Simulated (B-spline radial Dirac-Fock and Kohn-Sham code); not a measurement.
## Energy-loss ionisation edge N1 of Eu

System: the Eu atom, [Xe] 4f7 6s2. These are calculated numbers from a radial atomic solver; the model is the first Born approximation with generalised oscillator strengths from a Dirac-Hartree-Slater potential (longitudinal and transverse terms; continuum final states only, so no white lines or fine structure). The edge is taken at 360.0 eV (tabulated value).

The run's input, task.json:

```json
{"items": [{
  "Z": 63,
  "q": 0,
  "cfg": [[1, 0, 2], [2, 0, 2], [2, 1, 6], [3, 0, 2], [3, 1, 6], [3, 2, 10], [4, 0, 2], [4, 1, 6], [4, 2, 10], [4, 3, 7], [5, 0, 2], [5, 1, 6], [6, 0, 2]],
  "A": 153,
  "rrms": 5.1115,
  "do": "eels",
  "beams": [[60, 5], [60, 10], [60, 100], [100, 5], [100, 100], [120, 5], [120, 50], [120, 100], [200, 5], [200, 20], [300, 10], [300, 20], [300, 50], [300, 100]],
  "edges": {"N1": 360.0}
}]}
```

Run with: `python xray2_run.py task.json out`

Partial cross sections σ(β, Δ) in barn, integrated over a window Δ above the edge and up to the collection semi-angle β, for parallel illumination:

| E₀ (kV) | β (mrad) | Δ = 25 eV | Δ = 50 eV | Δ = 100 eV | Δ = 200 eV | Δ = 300 eV |
| --- | --- | --- | --- | --- | --- | --- |
| 60 | 5 | ? | ? | ? | ? | ? |
| 60 | 10 | 190 | 355 | 618 | 965 | 1170 |
| 60 | 100 | 614 | 1170 | 2050 | 3410 | 4430 |
| 100 | 5 | 108 | 201 | 348 | 536 | 644 |
| 100 | 100 | 450 | 862 | 1530 | 2560 | 3350 |
| 120 | 5 | 109 | 204 | 354 | 551 | 665 |
| 120 | 50 | 337 | 633 | 1110 | 1840 | 2370 |
| 120 | 100 | 402 | 771 | 1370 | 2300 | 3010 |
| 200 | 5 | 110 | 206 | 362 | 573 | 702 |
| 200 | 20 | 193 | 365 | 654 | 1080 | 1370 |
| 300 | 10 | 144 | 271 | 486 | 794 | 994 |
| 300 | 20 | 180 | 338 | 604 | 1000 | 1280 |
| 300 | 50 | 249 | 476 | 847 | 1410 | 1840 |
| 300 | 100 | 252 | 483 | 861 | 1440 | 1890 |

Q: Give the row for 60 kV and 5 mrad.

A: 99.0 b for 25 eV, 182 b for 50 eV, 310 b for 100 eV, 467 b for 200 eV, 551 b for 300 eV.
